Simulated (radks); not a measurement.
Isoelectronic series with 19 electrons, each ion in its NIST ground configuration. Method: scalar-relativistic Kohn-Sham, PBE, spin-unpolarised, spherical densities, finite nucleus; Fermi nuclear charge, rms radius of each element as measured or else 0.836 A^(1/3) + 0.57 fm; computed with a radial shooting solver on a logarithmic mesh with Libxc functionals. Total energies (hartree) and mean radii <r> (bohr):

K: configuration [Ar] 4s1; E (hartree) -602.08590; 3p 1.435; 3s 1.269
Ca+: configuration [Ar] 4s1; E (hartree) -680.09218; 3p 1.267; 3s 1.155
Sc2+: configuration [Ar] 3d1; E (hartree) -763.33230; 3p 1.163; 3s 1.073
Ti3+: configuration [Ar] 3d1; E (hartree) -851.80357; 3p 1.057; 3s 0.9925
V4+: configuration [Ar] 3d1; E (hartree) -945.44564; 3p 0.9686; 3s 0.9223
Cr5+: configuration [Ar] 3d1; E (hartree) -1044.26166; 3p 0.8946; 3s 0.8611
Mn6+: configuration [Ar] 3d1; E (hartree) -1148.25983; 3p 0.8314; 3s 0.8074
Fe7+: configuration [Ar] 3d1; E (hartree) -1257.45127; 3p 0.7768; 3s 0.7600
Co8+: configuration [Ar] 3d1; E (hartree) -1371.84888; 3p 0.7292; 3s 0.7178
Ni9+: configuration [Ar] 3d1; E (hartree) -1491.46747; 3p 0.6872; 3s 0.6800
Cu10+: configuration [Ar] 3d1; E (hartree) -1616.32241; 3p 0.6499; 3s 0.6460
Zn11+: configuration [Ar] 3d1; E (hartree) -1746.43137; 3p 0.6165; 3s 0.6152
Ga12+: configuration [Ar] 3d1; E (hartree) -1881.81227; 3p 0.5864; 3s 0.5872
Ge13+: configuration [Ar] 3d1; E (hartree) -2022.48442; 3p 0.5591; 3s 0.5616
As14+: configuration [Ar] 3d1; E (hartree) -2168.46854; 3p 0.5343; 3s 0.5381
Se15+: configuration [Ar] 3d1; E (hartree) -2319.78551; 3p 0.5116; 3s 0.5165
Br16+: configuration [Ar] 3d1; E (hartree) -2476.45793; 3p 0.4907; 3s 0.4964
